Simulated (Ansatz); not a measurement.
`O[SiH](O)O[Si](F)(F)F` → `[O][Si](F)(F)F`• + `O[SiH]O`•  (homolysis of the O–Si bond)

Gas-phase electronic energies from Ansatz, PBE0-D4/def2-TZVP geometries. CCSD(T)/CBS adds triple-zeta CCSD(T) − MP2 to the extrapolated MP2 energy (def2 sets, frozen cores). No spin–orbit coupling; open shells (•) take unrestricted orbitals. Each species was taken in one conformer, which may not be the lowest.

```json
{"species": "`O[SiH](O)O[Si](F)(F)F`", "MP2/def2-SVP energy (Eh)": "-1103.59848"}
{"species": "`[O][Si](F)(F)F`•", "MP2/def2-SVP energy (Eh)": "-662.66797"}
{"species": "`O[SiH]O`•", "MP2/def2-SVP energy (Eh)": "-440.68655"}
```

Task: Work out ΔE.

Result: ΔE = (-662.66797) + (-440.68655) − (-1103.59848) = 0.24396 Eh = +6.64 eV. CCSD(T)/CBS gives +6.71 eV.

Largest T1 diagnostic among the species: 0.015.

At CCSD(T), def2-SVP lies −0.38 eV from the extrapolated value and def2-TZVPP −0.16 eV: correlation converges slowly with the basis, and small sets miss more of it in the bonded molecule than in its fragments. From PBE to PBE0 (25 % exact exchange), in def2-TZVPP and without D4, ΔE moves by +0.12 eV.
